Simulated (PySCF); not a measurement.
## Correlation energy of Rb⁻ (rubidium, charge -1)

[Kr] 5s2, closed-shell 1S. Calculation: PySCF 2.14, in def2-TZVPPD with the def2 core potential (28 electrons); a scalar-relativistic core potential. Frozen: 4s2 4p6; 2 electrons correlated.

With two correlated electrons CCSD is exact within the correlated space (frozen core and kept virtual orbitals).

```tsv
level	correlation energy (mhartree)
CCSD	-21.58
```

Diagnostics: T1 = 0.015, D1 = 0.0206, largest double amplitude 0.178.

Q: Is a single reference adequate?

A: Not fully. A double-excitation amplitude exceeds 0.15, a sign of near-degeneracy.
